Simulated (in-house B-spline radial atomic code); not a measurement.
The outermost shell (largest non-relativistic mean radius) with and without relativity; Dirac values are averaged over j. Computed with an all-electron radial atomic-structure program (B-spline basis): non-relativistic Hartree-Fock and Dirac-Hartree-Fock, averages of the configuration (point nuclei without relativity, finite nuclei with it).

| ion | configuration | outermost shell | radius non-relativistic (bohr) | radius Dirac (bohr) | radius change (%) | level non-relativistic (eV) | level Dirac (eV) | spin-orbit splitting (eV) |
| --- | --- | --- | --- | --- | --- | --- | --- | --- |
| Cl2+ | [Ne] 3s2 3p3 | 3p | 1.6115 | 1.6105 | -0.05877 | -37.906 | -37.9 | 0.16353 |
| Ca2+ | [Ne] 3s2 3p6 | 3p | 1.2643 | 1.2629 | -0.11429 | -51.071 | -51.076 | 0.42198 |
| Ti2+ | [Ar] 3d2 | 3d | 1.4022 | 1.4093 | 0.50832 | -26.880 | -26.708 | 0.040797 |
| Ag2+ | [Kr] 4d9 | 4d | 1.287 | 1.2974 | 0.81033 | -36.680 | -36.11 | 0.6753 |
| Os2+ | [Xe] 4f14 5d6 | 5d | 1.6519 | 1.6826 | 1.8579 | -29.331 | -28.27 | 1.1072 |
